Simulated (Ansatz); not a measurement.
**Which method gave which barrier?**

Saddle point of GaH$_{5}$SO$_{2}$, singlet (GaH₃SO₂ ([OH][Ga]([OH])[SH]) + H₂ → GaH₃O₂ ([OH][GaH][OH]) + H₂S (still joined by a long Ga–S bond); bonds formed: Ga1–H6, S2–H5; bonds broken: H5–H6; bonds weakened to dative contacts: Ga1–S2), PBE0-D4/def2-TZVP structure:

```csv
atom,x (Å),y (Å),z (Å)
Ga1,0.0097,-0.3602,0.1426
S2,0.6156,1.6601,-1.0442
O3,1.3246,-1.5002,0.5352
O4,-1.5385,-0.9157,-0.5468
H5,0.0842,1.4892,0.5056
H6,-0.2479,0.8662,1.3568
H7,-0.6524,1.7532,-1.4837
H8,2.0491,-1.1239,1.0376
H9,-1.6444,-1.8687,-0.5029
```

Ansatz 0.2.0; basis: def2-TZVPP, with def2-QZVPP for the basis limit; cores frozen in the correlated methods. Filled d shells of the heavier atoms are correlated. The def2 sets are not built for correlating such inner shells, so the correlated values are less sure here. Extrapolation: Hartree–Fock as exp(−7.88 √X), correlation as X^−2.97. Four methods, as single points on the PBE0-D4 structures, gave these electronic barriers from the start structure: 88.2, 130.9, 153.8, 196.7 kJ/mol.

Question: The methods were, in alphabetical order, HF, MP2, PBE0-D4, SPW92. Which gave which? (A judgement: the text doesn't fix the answer.)

Answer: Computed: SPW92 88.2; PBE0-D4 130.9; MP2 153.8; HF 196.7 kJ/mol. For comparison, CCSD(T) at an estimated basis limit (MP2 extrapolated from triple and quadruple zeta, plus CCSD(T) − MP2 in triple zeta) gives 152.9 kJ/mol.

The T1 diagnostic stays at or below 0.015.

Labels in which every atom is bracketed show which atoms are joined, not bond orders.

For scale, one of the runs: CCSD(T)/def2-TZVPP, 222 basis functions, launched by `ansatz run in.yaml --threads 4 --pin off --events-out ev --progress --plain --max-ram 9574MiB`. The run took 91 s on 4 CPU threads of an Arm Neoverse V2 (shared host), with 3.5 GiB of host memory at its peak.
